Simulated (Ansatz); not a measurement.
Total energies of ReO3(NH2) (ReNO3H2) from Ansatz at PBE-D4/def2-TZVPD, gas phase (1 Eh = 27.2114 eV = 2625.5 kJ/mol). The reference geometry is relaxed at r2SCAN-D4/def2-SVP.

| state | geometry | energy (Eh) |
| --- | --- | --- |
| charge 0 singlet | reference | -359.98686 |
| charge -1 doublet | reference | -360.00916 |
| free Re atom (sextet) | – | -78.20508 |
| free O atom (triplet) | – | -75.01069 |
| free N atom (quartet) | – | -54.53224 |
| free H atom (doublet) | – | -0.49962 |

In the def2 sets Re takes a core potential; there is no spin–orbit coupling.

Q: Work out the vertical electron affinity, to the doublet.

A: E(charge 0 singlet) − E(charge -1 doublet) = -359.98686 − (-360.00916) = 0.02230 Eh = 0.61 eV.

Q: What is the binding energy per atom against free atoms?

A: Atoms: 1 × (-78.20508) + 3 × (-75.01069) + 1 × (-54.53224) + 2 × (-0.49962) = -358.76863 Eh. Binding: -358.76863 − (-359.98686) = 1.21823 Eh = 33.15 eV, or 4.74 eV for each of 7 atoms (no zero-point energy, no counterpoise term).

At PBE-D4/def2-TZVPD the highest occupied level of the charge -1 doublet lies above zero (up to 2.41 eV). By energy differences its removal costs 0.61 eV (vertical, to the charge 0 singlet, at PBE-D4/def2-TZVPD); a positive level beside a positive removal energy at the same level points to self-interaction error.
